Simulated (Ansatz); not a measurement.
Reaction (ligand exchange at the Si–C bond): `C=CO[SiH2]C` + H–F → `C=CO[SiH2]F` + CH₄

Calculated with Ansatz (gas phase, PBE0-D4/def2-TZVP geometries, no zero-point term in ΔE). CBS: MP2 limit from def2 TZ/QZ plus the TZ coupled-cluster correction, frozen cores. This one scheme is used for every species. DFT in def2-TZVPP. B3LYP here is the variant with VWN-RPA as its local correlation; programs differ in this. Each species was taken in one conformer, which may not be the lowest.

```tsv
level	ΔE (eV)
B3LYP	-1.69
HF/CBS(def2)	-1.84
```

Question: What does CCSD(T)/CBS give? (Best estimate.)

Answer: Ansatz gave: -1.53 eV. The listed levels differ from it by -0.16, -0.31 eV.

Largest T1 diagnostic among the species: 0.012.

The D4 term adds +0.10 eV with B3LYP and +0.06 eV with PBE0; it sums over pairs of atoms, weighted by their polarisabilities, and B3LYP, whose exchange is more repulsive, gets the larger term. In def2-TZVPP, CCSD(T) changes the Hartree–Fock value by +0.27 eV (the triples alone add +0.04 eV) and MP2 by +0.28 eV.
